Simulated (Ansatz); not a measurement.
Gas-phase electronic energies from Ansatz, PBE0-D4/def2-TZVP geometries. CBS: MP2 limit from def2 TZ/QZ plus the TZ coupled-cluster correction, frozen cores. DFT in def2-TZVPP. B3LYP here is the variant with VWN-RPA as its local correlation; programs differ in this. For Ga outer-core shells are correlated without core-valence functions, which leaves a few kJ/mol of doubt a bond. Scalar relativity is left out up to krypton. Each species was taken in one conformer, which may not be the lowest.

Reaction (substitution at a C–C bond): `CCO[SiH2]P` + `[OH][Ga]([OH])[OH]` → `C[O][Ga]([OH])[OH]` + `CO[SiH2]P`

`CCO[SiH2]P`:

Cartesian coordinates in Å:
```
C 1.270 1.742 -0.842
C -0.083 1.124 -0.596
O 0.086 -0.120 0.064
Si -1.184 -1.064 0.506
P -0.476 -2.940 1.503
H 1.883 1.086 -1.463
H 1.792 1.908 0.102
H 1.162 2.702 -1.353
H -0.701 1.791 0.020
H -0.612 0.972 -1.546
H -1.994 -1.437 -0.689
H -2.073 -0.329 1.452
H 0.432 -2.241 2.342
H 0.499 -3.193 0.501
```

`[OH][Ga]([OH])[OH]`:

Cartesian coordinates in Å:
```
O 0.701 -1.548 -0.511
Ga 0.001 0.000 0.000
O -0.152 0.379 1.727
O -0.549 1.169 -1.216
H 0.964 -2.105 0.225
H -0.543 1.239 1.892
H -0.421 0.865 -2.118
```

`C[O][Ga]([OH])[OH]`:

```xyz
10

C    -0.079   -1.798    0.131
O    -0.689   -0.579    0.495
Ga   -0.051    0.990   -0.008
O     1.413    1.049   -1.010
O    -0.865    2.488    0.484
H     0.204   -2.350    1.034
H    -0.790   -2.410   -0.433
H     0.819   -1.666   -0.483
H     1.682    1.943   -1.232
H    -1.645    2.332    1.022
```

`CO[SiH2]P`:

Z-matrix (Å, degrees):
```
C
O 1 1.410
H 1 1.096 2 111.6
H 1 1.091 2 108.1 3 119.4
H 1 1.096 2 111.3 3 -121.4
Si 2 1.642 1 123.0 3 60.2
P 6 2.257 2 110.6 1 -61.6
H 6 1.482 2 105.4 1 174.8
H 6 1.492 2 110.9 1 55.5
H 7 1.420 6 94.4 2 -86.4
H 7 1.421 6 91.9 2 179.6
```

| level | ΔE (kJ/mol) | difference from CCSD(T)/CBS |
| --- | --- | --- |
| PBE-D4 | 71.5 | -5.1 |
| PBE0-D4 | 73.9 | -2.7 |
| B3LYP-D4 | 67.4 | -9.2 |
| ωB97X-V | 71.4 | -5.2 |
| ωB97M-V | 74.8 | -1.8 |
| B2PLYP | 72.3 | -4.3 |
| PBE | 72.2 | -4.4 |
| PBE0 | 74.5 | -2.1 |
| B3LYP | 68.8 | -7.8 |
| SCS-MP2/def2-TZVPP | 74.2 | -2.4 |
| CCSD/def2-TZVPP | 74.2 | -2.4 |
| CCSD(T)/def2-TZVPP | 74.5 | -2.1 |
| HF/def2-QZVPP | 66.9 | -9.7 |
| HF/CBS(def2) | 66.8 | -9.8 |
| MP2/CBS(def2) | 81.8 | 5.2 |
| CCSD/CBS(def2) | 76.4 | -0.2 |
| CCSD(T)/CBS | 76.6 | 0 |

Largest T1 diagnostic among the species: 0.014.

In def2-TZVPP, CCSD(T) changes the Hartree–Fock value by +7.4 kJ/mol (the triples alone add +0.3 kJ/mol) and MP2 by +12.5 kJ/mol.
